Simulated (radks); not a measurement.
The mean radii <r> (bohr) of the occupied orbitals of an atom or ion are listed with their occupations. Method: scalar-relativistic Kohn-Sham, BLYP, spin-unpolarised, spherical densities, point nucleus; computed with a radial shooting solver on a logarithmic mesh with Libxc functionals.

| orbital | occ. | <r> |
|---|---|---|
| 1s | 2 | 0.02037 |
| 2s | 2 | 0.08645 |
| 2p | 6 | 0.07671 |
| 3s | 2 | 0.2253 |
| 3p | 6 | 0.2245 |
| 3d | 10 | 0.2038 |
| 4s | 2 | 0.5077 |
| 4p | 6 | 0.5384 |
| 4d | 10 | 0.5821 |
| 5s | 2 | 1.228 |
| 5p | 6 | 1.435 |
| 4f | 11 | 0.7672 |

Name the element and its charge.

Answer. Z = 68, erbium, charge +3: Er3+ in [Xe] 4f11. The 1s radius gives Z: for a bare nucleus <r> = (2 gamma + 1)/(2Z) with gamma = sqrt(1 - (Z/c)^2), 0.02012 bohr for Z = 68, and screening makes it slightly larger (0.02037 here). The occupations add up to 65, and the charge is Z minus that.
